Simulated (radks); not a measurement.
The numbers below are computed, except where a source is named.
Neutral carbon inside a hard spherical wall (all orbitals vanish at R), configuration held at [He] 2s2 2p2 and not refilled when levels cross. Code: a radial shooting solver on a logarithmic mesh with Libxc functionals. Model: scalar-relativistic Kohn-Sham, PBE, spin-polarised, spherical densities, point nucleus; open shells are filled with parallel spins first. Eigenvalues in eV for spin up, with the zero of energy where the potential of the charges vanishes at infinity; a dash marks a level that is unbound or too diffuse for the functional's potential to be trusted. A positive occupied level is held by the wall or, in an anion where self-interaction has pushed it up, behind a barrier. The pressure on the wall is -dE/dV.

R (bohr)	E (hartree)	kinetic (hartree)	e(1s)	e(2s)	e(2p)	e(3s, empty)	e(3p, empty)	pressure (GPa)
free	-37.81029	37.717	-273.15	-14.642	-6.095	-	-	0
15	-37.81029	37.717	-273.15	-14.642	-6.095	-0.231	-	< 0.0001
8	-37.80999	37.720	-273.10	-14.613	-6.065	1.204	3.056	0.0147
6	-37.80568	37.750	-272.75	-14.392	-5.809	4.359	7.066	0.420
5	-37.79106	37.836	-271.94	-13.907	-5.231	8.697	11.928	2.63
4	-37.72373	38.163	-269.47	-12.388	-3.422	18.920	22.303	19.7
3.5	-37.61941	38.594	-266.70	-10.565	-1.308	29.311	32.159	58.8
3	-37.37565	39.463	-261.82	-7.007	2.640	47.486	48.589	190
2.5	-36.77820	41.265	-253.26	0.425	10.331	81.583	77.925	689
2	-35.19705	45.259	-238.08	17.762	26.490	152.33	135.60	2980
1.5	-30.38687	55.461	-209.71	66.531	65.546	324.15	267.70	17500
